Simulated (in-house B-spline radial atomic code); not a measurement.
RPA and G0W0 for the gallium ion Ga⁸⁺, [Ar] 3d5, highest spin, as one setting changes: the share of exact exchange in the PBE hybrid start. A dash marks a level of low quasi-particle weight. Computed with a B-spline radial code for spherical atoms: all electrons, scalar-relativistic (spin-free one-electron X2C), finite nucleus, each spin shell either full or empty, empty states to l = 9 with an (l + 1/2)⁻⁴ tail; G0W0 by contour deformation at full frequency.

```
share of exact exchange in the PBE hybrid start  mean-field level (eV)  G0W0 level (eV)  RPA correlation (Eh)
                                              0                -194.70    3d up -211.75               -1.6254
                                            0.1                -196.69    3d up -211.83                -1.611
                                            0.2                -198.68    3d up -211.90               -1.5971
                                            0.3                -200.68    3d up -211.97               -1.5836
                                            0.4                -202.68    3d up -212.03               -1.5705
                                            0.5                      ?                ?                     ?
                                            0.6                -206.69    3d up -212.13               -1.5453
                                            0.7                -208.70    3d up -212.17               -1.5332
                                            0.8                -210.71    3d up -212.21               -1.5214
                                            0.9                      ?                ?                     ?
                                              1                -214.73    3d up -212.27               -1.4986
```

Q: What belongs in the row for 0.5?

A: mean-field level (eV): -204.69; G0W0 level (eV): 3d up -212.08; RPA correlation (Eh): -1.5577.

Q: What belongs in the row for 0.9?

A: mean-field level (eV): -212.72; G0W0 level (eV): 3d up -212.24; RPA correlation (Eh): -1.5099.

Q: At what share of exact exchange does G0W0 leave the highest level unchanged?

A: Near 0.88, where the shift changes sign (-1.501 eV at 0.8, +0.476 eV at 0.9).
